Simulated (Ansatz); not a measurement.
Ansatz (a program for electronic structure) input (HF/3-21G): The .json file is the Basis Set Exchange's 3-21G.

Ansatz 0.2 input:
```yaml
crystal:
  periodic: [false, false, false]
  atoms:
    - {symbol: In, position_ang: [-0.00000000, -0.00000000, -0.62875443]}
    - {symbol: Cl, position_ang: [0.00000000, 0.00000000, 1.81229218]}
basis:
  gaussian:
    orbitals: 3-21G.json
hamiltonian:
  xc: {name: HF}
relax: {f_tol: 0.003, max_steps: 120}
```

What final total energy does it give?

-6172.48177 Eh.
